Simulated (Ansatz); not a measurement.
Species: H3AlF2Si, SMILES `[F][Al]([F])[SiH3]` (charge 0, multiplicity 1).

Give a relaxed geometry from PBE0-D4/def2-TZVP (Ansatz, a program for electronic structure).

the end point of this relaxation (outside a Z-matrix the atoms follow the SMILES, hydrogens last).
Z-matrix (Å, degrees):
```
Si
H 1 1.4862
H 1 1.4866 2 109.28
H 1 1.4885 2 108.66 3 -118.27
Al 1 2.4308 2 110.65 4 -119.96
F 5 1.6435 1 121.68 2 25.32
F 5 1.6435 6 116.99 1 -179.20
```
